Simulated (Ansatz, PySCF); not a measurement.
Caution: the restricted solution is unstable towards spin-unrestricted or complex orbitals, so a lower solution exists and this singlet may not be the ground state. This singlet is an excited state, 0.38 eV above the relaxed triplet at the level frozen-core CCSD(T)/aug-cc-pVDZ // PBE0-D3(BJ)/def2-TZVPD (Ansatz, a quantum-chemistry and plane-wave program).

H6BSi2, SMILES `[SiH3][B-][SiH3]` (excited singlet) (charge -1, multiplicity 1)

These are PySCF 2.14.0 with PBE0-D3(BJ)/def2-TZVPD values and carry that method's errors.

```
Item                            Value
------------  -----------------------
HOMO                         -0.04 eV
total energy             -607.1055 Ha
cost          roughly 30 core-seconds
```

```xyz
9

Si    -1.5972    -0.2512    -0.1890
B      0.0322     0.2431    -1.2125
Si     1.6025     0.2892     0.0039
H     -2.7449    -0.8825    -0.9378
H     -2.1268     1.1043     0.2202
H     -1.6180    -1.0537     1.1054
H      2.7854     1.1389    -0.3902
H      1.5510     0.5405     1.5052
H      2.1160    -1.1286    -0.1053
```
Charge -1, spin multiplicity 1.
